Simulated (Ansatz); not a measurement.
Gas-phase electronic energies from Ansatz, PBE0-D4/def2-TZVP geometries. CCSD(T)/CBS adds triple-zeta CCSD(T) − MP2 to the extrapolated MP2 energy (def2 sets, frozen cores). DFT in def2-TZVPP. HSE06 is defined as in plane-wave codes. One conformer a species, not always the lowest.

Consider the redistribution: `OB(Cl)C[SiH3]` + `[AlH2][O][SiH3]` → `OB([SiH3])Cl` + `[AlH2][O]C[SiH3]`.

CCSD(T)/CBS gives +264.0 kJ/mol.

(1) Another level gave +262.3 kJ/mol. Which?
A. revPBE/def2-TZVPP
B. ωB97M-V/def2-TZVPP
C. LC-ωPBE/def2-TZVPP
D. HSE06-D4/def2-TZVPP

Largest T1 diagnostic among the species: 0.013.

Answers

(1) B. ωB97M-V 262.3, revPBE 228.7, LC-ωPBE 255.9, HSE06-D4 247.8 kJ/mol.

At CCSD(T), def2-SVP lies −21.9 kJ/mol from the extrapolated value and def2-TZVPP −1.9 kJ/mol. Leaving LDA and LC-ωPBE aside and taking each functional with its dispersion term where it has one, the values, not all of them listed here, spread over 37.9 kJ/mol, from revPBE-D4 to BHLYP-D4. LDA lies +4.6 kJ/mol from PBE without D4.
